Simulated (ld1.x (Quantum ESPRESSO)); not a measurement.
# Before and after: TM potential for Cd (Z = 48)

cadmium, norm-conserving Troullier–Martins (Kleinman–Bylander form), made with ld1.x (Quantum ESPRESSO) 7.5 (PBE, scalar-relativistic). Core [Kr], reference 4d10 5s2 5p0. Waves: 5s (bound): rc 2.15 bohr; 5p (bound, empty): rc 3.00 bohr; 4d (bound): rc 1.75 bohr. Local part: the d channel. Core correction: a·sin(br)/r model core, default radius (core density twice the valence density).

Change: all radii but the core radius scaled by about 0.77 (s 1.66, p 2.32, d 1.36 bohr).

Cutoffs: the cutoffs (Ry, on a coarse ladder) from which the occupation-weighted sum of valence levels, in a spherical-Bessel basis at the reference potential, stays within 10 and 1 mRy of its value at 400 Ry; they do not see the model core or the augmentation charge, which bear on the density cutoff. Errors are all-electron minus pseudo energies relative to the spin-unpolarised reference configuration.

Question: How do hardness, ghosts and transferability respond?

Answer: The potential gets harder (70 Ry and 100 Ry → 80 Ry and 140 Ry); both files keep a bound ghost (p, s); of the 6 tests that both files solve, the error grows in 1 and shrinks in 5 by more than 15 % and 0.3 meV (median size 7.7 → 3.0 meV). A smaller radius makes the pseudo-wave follow the all-electron one further in, where it bends more sharply, so more plane waves are needed.

| quantity | base | changed |
| --- | --- | --- |
| cutoff, loose | 70 Ry | 80 Ry |
| cutoff, tight | 100 Ry | 140 Ry |
| loose cutoff by channel (10 mRy a level) | s 8 Ry, d 55 Ry | s 25 Ry, d 70 Ry |
| bound ghosts | s, p | s, p |
| tests counted (converged, no solver errors) | 6 of 7 | 6 of 7 |
| error for 4d10 5s1 5p0, meV [ΔE 9.27 eV] | -7.2 | -3.9 |
| error for 4d10 5s0 5p0, meV [ΔE 26.40 eV] | -42 | -22 |
| error for 4d9 5s0 5p0, meV [ΔE 64.41 eV] | -78 | -105 |
| error for 4d10 5s0 5p2, meV [ΔE 9.67 eV] | -8.3 | -2.2 |
| error for 4d10 5s1.5 5p0, meV [ΔE 3.71 eV] | -1.7 | -1.0 |
| error for 4d10 5s1 5p1, meV [ΔE 4.67 eV] | -2.2 | -0.7 |

Base: Tests not counted: 4d9 5s2 5p1 (solver errors, printed error -2.9 eV). Changed file: Tests not counted: 4d9 5s2 5p1 (solver errors, printed error -970 eV). These tests converged, but a pseudo level misses the all-electron one widely, so the file describes the atom poorly there or has found another state: 4d9 5s0 5p0: empty 5p by 7.2 eV. A true bound ghost makes a file unfit for plane-wave use even where its test errors are small: the radial tests pick states by their node count and pass the ghost by. Where a test does run into it, the solver fails or the error is huge.
